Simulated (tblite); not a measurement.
Species: C7H9FGe.
Cartesian coordinates in Å at the GFN2-xTB level; atoms count from 1:
```xyz
18
C7H9FGe angstrom
C     -1.195   -2.417   -0.488
C     -1.690   -1.182   -0.461
C     -0.867   -0.007   -0.404
C     -1.347    1.252   -0.437
C     -0.373    2.322   -0.380
F     -0.856    3.583   -0.420
C      0.932    2.051   -0.299
Ge     1.104    0.106   -0.237
C      1.859   -0.579    1.458
H     -0.127   -2.580   -0.474
H     -1.822   -3.290   -0.534
H     -2.763   -1.023   -0.488
H     -2.395    1.506   -0.509
H      1.673    2.828   -0.259
H      1.856   -0.446   -1.428
H      1.787   -1.661    1.506
H      1.311   -0.158    2.295
H      2.904   -0.297    1.548
```

Level: GFN2-xTB in tblite, geometry and Hessian alike; calculated harmonic values, unscaled, isolated species. Against measured fundamentals such values can be off by several per cent, at times by over 20. Modes of hydrogen on germanium can be 10 to 20 % off. One conformer, not necessarily the lowest.

Harmonic wavenumbers (cm⁻¹): 79.0, 89.8, 105.0, 118.5, 149.6, 206.2, 229.0, 296.3, 345.1, 358.9, 408.6, 502.3, 539.9, 572.0, 581.8, 595.8, 604.4, 675.4, 707.8, 760.3, 777.0, 814.4, 847.4, 875.2, 950.0, 976.7, 992.2, 1067.9, 1146.0, 1227.3, 1266.3, 1299.8, 1308.6, 1393.8, 1447.7, 1448.5, 1546.0, 1615.5, 1650.1, 1914.0, 3023.0, 3027.0, 3027.7, 3029.7, 3063.7, 3070.4, 3118.4, 3127.6.

A = 1602, B = 1012, C = 675.8 MHz; mass 185.990 u (most abundant isotopes); point group C1, symmetry number 1.

**Question.** Zero-point energy?

**Answer.** Half the sum of the wavenumbers: 28489 cm⁻¹ = 81.45 kcal/mol.

**Question.** Entropy at 200 K, 1 bar (ideal gas, RRHO, classical rotation)?

**Answer.** Translation 39.61, rotation 28.87, vibration 19.46: S = 87.9 cal/(mol K).

**Question.** And Cp and H(200 K) − H(0)?

**Answer.** Cp = 31.06 cal/(mol K), of which vibrations give 23.12 (their classical limit is 48 R = 95.4); H(200 K) − H(0) = 3.83 kcal/mol without the zero-point energy, 2.24 from vibrations.

**Question.** What must be added to the electronic energy to get the Gibbs energy at 200 K and 1 bar?

**Answer.** ZPE + [H(200 K) − H(0)] − T·S = 81.45 + 3.83 − 17.59 = 67.69 kcal/mol.

**Question.** How do the functions run with temperature in this model?

**Answer.** 
| T (K) | S (cal/(mol K)) | Cp (cal/(mol K)) | H − H(0) (kcal/mol) | G − H(0) (kcal/mol) | ln q(vib) |
| --- | --- | --- | --- | --- | --- |
| 100 | 70.9 | 19.6 | 1.30 | -5.78 | 1.40 |
| 300 | 102.7 | 42.1 | 7.50 | -23.30 | 6.99 |
| 500 | 128.5 | 59.2 | 17.75 | -46.48 | 12.65 |
| 800 | 159.9 | 74.4 | 38.01 | -89.93 | 20.56 |
| 1000 | 177.3 | 80.8 | 53.57 | -123.69 | 25.34 |

q(vib) and H(0) count from the zero-point level.

**Question.** Blend soft modes into free rotors: weight 1/[1 + (100 cm⁻¹/ν̃)⁴] for the oscillator and the rest for a rotor with moment μB/(μ + B), μ = h/(8π²ν), B = 10⁻⁴⁴ kg m². What vibrational entropy results?

**Answer.** 18.91 cal/(mol K) in place of 19.46, which changes −T·S at 200 K by +0.11 kcal/mol.

**Question.** Which modes carry the vibrational entropy at 200 K?

**Answer.** 79.0 cm⁻¹: 3.14; 89.8 cm⁻¹: 2.89; 105.0 cm⁻¹: 2.59; 118.5 cm⁻¹: 2.36; 149.6 cm⁻¹: 1.93; 206.2 cm⁻¹: 1.38 cal/(mol K); the other 42 give 5.16 together.

Hindered rotation and anharmonicity are outside this model. Other conformers, if any are populated, would add a mixing term that is left out. The structure is chiral; the term R ln 2 for an equal mix with its mirror image is left out.

Time: 2.3 s. Hardware: one thread, Intel Xeon at 2.50 GHz (x86_64), on a shared host. This covers the Hessian and the dipole derivatives.
